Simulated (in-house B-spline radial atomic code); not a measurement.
Ionising Si⁷⁺ with different functionals

Computed with a B-spline radial code for spherical atoms: non-relativistic Hamiltonian, point nucleus, spin-polarised at highest spin, spherical fractional occupations for the functionals, and exact exchange of hybrids averaged over the configuration. The ionisation energy is the difference of two self-consistent energies, [He] 2s2 2p3 → [He] 2s2 2p2, without Breit or QED terms; ε is the level of the shell that loses the electron (its least bound occupied spin orbital).

```csv
method,rung,ΔSCF (eV),-ε(2p) (eV)
PBE0,global hybrid,304.53,287.47
B3LYP,global hybrid,304.73,286.36
TPSSh,global hybrid,304.96,284.28
M06-2X,global hybrid,?,?
BHandHLYP,global hybrid,304.65,293.69
r2SCAN0,global hybrid,306.19,289.49
B97-1,global hybrid,304.52,286.47
HSE06,range-separated hybrid,304.46,286.97
wB97X,range-separated hybrid,304.29,288.74
CAM-B3LYP,range-separated hybrid,?,?
LC-wPBE,range-separated hybrid,304.42,287.14
```

**Question.** What does M06-2X give?

**Answer.** ΔSCF 303.50 eV, and -ε(2p) = 293.39 eV.

**Question.** What does CAM-B3LYP give?

**Answer.** ΔSCF 304.65 eV, and -ε(2p) = 288.32 eV.

**Question.** Among the functionals, which spreads more, the ΔSCF values or the orbital energies?

**Answer.** The orbital energies: ΔSCF values span about 2.69 eV and the orbital energies 9.41 eV.

**Question.** How do they compare with the NIST value?

**Answer.** NIST lists 303.59 eV ± 0.05 (semi-empirical, ground level to ground level). Errors run from -0.09 to +2.60 eV; M06-2X is closest (-0.09 eV), but part of that can be cancellation, since the calculations leave out relativity, Breit-QED terms, multiplet and fine-structure energies.
